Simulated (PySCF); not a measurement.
# A small calculation by hand: entropy of an ideal gas

F2HOS, SMILES [OH+]=S(F)F, charge +1.

Geometry optimised at B3LYP-D3(BJ)/def2-SVP. The isomer is the one that the SMILES or the coordinates give; other isomers of the formula were not compared.

B3LYP-D3(BJ)/def2-SVP (PySCF) gives the harmonic wavenumbers 308, 373, 475, 477, 875, 903, 947, 1096, 3538 cm⁻¹ and the rotational temperatures 0.3830, 0.3686, 0.2282 K. The molar mass is 87.06 g/mol, the symmetry number 1, the spin multiplicity 1.

**Question.** Work out the entropy at 298.15 K and 1 atm in the rigid-rotor, harmonic-oscillator model.

**Answer.** 
Translation (Sackur–Tetrode at 1 atm): S = R[1.5 ln M + 2.5 ln T − 1.16487] = 164.5 J/(mol K).
Rotation: q = (√π/σ) T^1.5/√(θA θB θC) = 50800, S = R[ln q + 3/2] = 102.6 J/(mol K).
Vibration: with u = 1.4388 ν/T, each mode gives R[u/(e^u − 1) − ln(1 − e^−u)]:
```csv
ν (cm⁻¹),modes,u,S (J/(mol K))
308,1,1.49,5.74
373,1,1.80,4.47
475,1,2.29,3.03
477,1,2.30,3.00
875,1,4.22,0.65
903,1,4.36,0.58
947,1,4.57,0.48
1096,1,5.29,0.27
```
The stiffer modes add less than 0.005 each. Sum 18.2 J/(mol K).
Spin: R ln 1 = 0.0 J/(mol K).
Total 285.2 J/(mol K); the program's own thermochemistry gives 285.2. Translation makes up 58 % and vibration 6 %. Anharmonicity, hindered rotation and orbital degeneracy are left out.
